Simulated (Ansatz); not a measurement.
Geometry optimisation, Ansatz, RKS PBE-D4/def2-SVP.

Input:

```yaml
crystal:
  periodic: [false, false, false]
  atoms:
    - { symbol: F, position_ang: [-2.5612, 0.5194, -1.0826] }
    - { symbol: Si, position_ang: [-1.019, 1.0984, -1.2073] }
    - { symbol: C, position_ang: [0.1804, -0.1406, -1.5551] }
    - { symbol: B, position_ang: [0.182, -0.0635, 0.0255] }
    - { symbol: Si, position_ang: [0.6311, -0.6836, 1.7784] }
    - { symbol: H, position_ang: [-0.6871, 2.5042, -0.8475] }
    - { symbol: H, position_ang: [1.2044, 0.2452, -1.9272] }
    - { symbol: H, position_ang: [-0.1417, -1.0715, -1.9721] }
    - { symbol: H, position_ang: [1.17711, 0.36321, 2.62514] }
    - { symbol: H, position_ang: [-0.58588, -1.23602, 2.40932] }
    - { symbol: H, position_ang: [1.65827, -1.78467, 1.7129] }
basis:
  gaussian: { orbitals: def2-SVP }
hamiltonian:
  xc: pbe
  dispersion: d4
relax:
  f_tol: 0.015
  max_steps: 40
```

Run as:

```bash
$ ansatz run input.yaml --threads 2 --pin off --max-ram 3072MiB --backend cpu --events-out ev --progress --plain --runs-dir out
```

Question: Where does it end, and by what steps?

Answer: The run converged. After 17 steps the energy has fallen by 1.404 eV; H6 moved furthest, 1.15 Å.

| step | energy less start (eV) | largest force component (eV/Å) | accepted |
| --- | --- | --- | --- |
| 0 | 0.0000 | 3.275 | yes |
| 1 | -0.6327 | 1.620 | yes |
| 2 | -0.8219 | 1.436 | yes |
| 3 | -0.9262 | 0.540 | yes |
| 4 | -0.9990 | 0.615 | yes |
| 5 | -1.0572 | 1.043 | yes |
| 6 | -1.1295 | 0.897 | yes |
| 7 | -1.2611 | 0.919 | yes |
| 8 | -1.3133 | 0.769 | yes |
| 9 | -1.3615 | 0.763 | yes |
| 10 | -1.3846 | 0.449 | yes |
| 11 | -1.3979 | 0.168 | yes |
| 12 | -1.3997 | 0.238 | yes |
| 13 | -1.3969 | 0.240 | no |
| 14 | -1.4032 | 0.045 | yes |
| 15 | -1.4036 | 0.031 | yes |
| 16 | -1.4040 | 0.016 | yes |
| 17 | -1.4041 | 0.010 | yes |

```xyz
11
Properties=species:S:1:pos:R:3
F -2.627 0.812 -0.624
Si -1.038 1.187 -0.786
C 0.522 -0.107 -1.361
B 0.354 0.234 0.080
Si 0.570 -0.807 1.769
H -0.981 2.174 -1.911
H 0.514 0.597 -2.225
H 0.828 -1.112 -1.712
H 1.352 0.004 2.772
H -0.763 -1.124 2.399
H 1.308 -2.107 1.560
```

Whether the end is a true minimum wasn't checked by a vibrational analysis.

Time of the run: 2.2 min on 2 threads of Intel(R) Xeon(R) Processor @ 2.50GHz (Skylake/Cascade Lake) (shared host), peak memory 0.16 GiB.
